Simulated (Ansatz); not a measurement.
A structure relaxed at PBE0-D4/def2-TZVP, charge 0, multiplicity 1:

Cartesian coordinates in Å:
```
C 2.091 1.591 0.738
Si 0.406 0.858 0.966
F 0.347 0.254 2.455
N 0.110 -0.367 -0.193
Si -1.383 -0.909 -0.833
O -1.791 -2.443 -0.403
O -1.260 -0.965 -2.462
H 2.170 2.082 -0.235
H 2.865 0.820 0.797
H 2.299 2.331 1.514
H -0.693 1.847 0.894
H 0.923 -0.881 -0.509
H -2.404 0.053 -0.360
H -1.903 -2.627 0.530
H -1.776 -1.644 -2.900
```

Problem. Give its formula and SMILES.

Solution. CH8FNO2Si2, `C[SiH](F)N[SiH](O)O`.

Problem. Point group (tolerance 0.08 Å, 0.16 Å for H)?

Solution. C1.

Problem. Summarise the bond lengths by kind.

Solution. 1 × C–Si 1.851 Å; 3 × C–H 1.092 to 1.093 Å; 1 × F–Si 1.608 Å; 2 × N–Si 1.712 to 1.713 Å; 2 × H–Si 1.480 to 1.481 Å; 1 × H–N 1.013 Å; 2 × O–Si 1.635 to 1.644 Å; 2 × H–O 0.958 to 0.959 Å.

Computed with Ansatz.
